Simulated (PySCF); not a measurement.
**BeC⁺: energy against distance**

Set-up: basis Be jorge-DZP-DKH, C jorge-DZP-DKH; spin-free X2C with a Gaussian nucleus; PySCF 2.14. Energies in eV from Be⁺ + C in their ground configurations at the same level. State: ⁴Σ⁻ (quartet), unpaired electrons σ ↑, π ↑↑.

All columns are r²SCAN. A positive dipole points towards C; it is taken about the centre of mass and depends on that origin.

```
R (Å)  E (eV)  μ (D)  Mulliken charge on Be (basis-dependent)  HOMO (eV)  LUMO (eV)  Mayer bond order  ⟨S²⟩
1.367  -2.044  -4.73                                     0.48     -14.63     -10.54              1.85  3.75
1.431  -2.519  -4.93                                     0.53     -14.34     -10.61              1.83  3.75
1.495  -2.793  -5.13                                     0.58     -14.08     -10.69              1.79  3.75
1.542  -2.898  -5.28                                     0.61     -13.90     -10.75              1.77  3.75
1.590  -2.935  -5.42                                     0.64     -13.73     -10.83              1.74  3.75
1.638  -2.917  -5.55                                     0.68     -13.58     -10.91              1.71  3.75
1.701  -2.829  -5.72                                     0.72     -13.39     -11.02              1.67  3.75
1.781  -2.646  -5.90                                     0.76     -13.18     -11.17              1.61  3.76
1.876  -2.362  -6.08                                     0.81     -12.97     -11.36              1.53  3.76
2.003  -1.942  -6.22                                     0.85     -12.76     -11.62              1.40  3.76
```

A fit through these points gives, at Re = 1.597 Å, μ = -5.44 D and dμ/dR = -2.88 D/Å; the reduced mass is 5.147 u.

Problem. How strong is the fundamental in the double-harmonic approximation, I = 42.26·(dμ/dR)²/μred km/mol?

Solution. I = 42.26·(-2.88)²/5.147 = 68.1 km/mol at r²SCAN.

For an ion De counts to the pair picked by the measured ionisation energies or electron affinities, which need not be the lowest pair at this level. The state was picked by a PBE0 search and need not be the measured ground state.
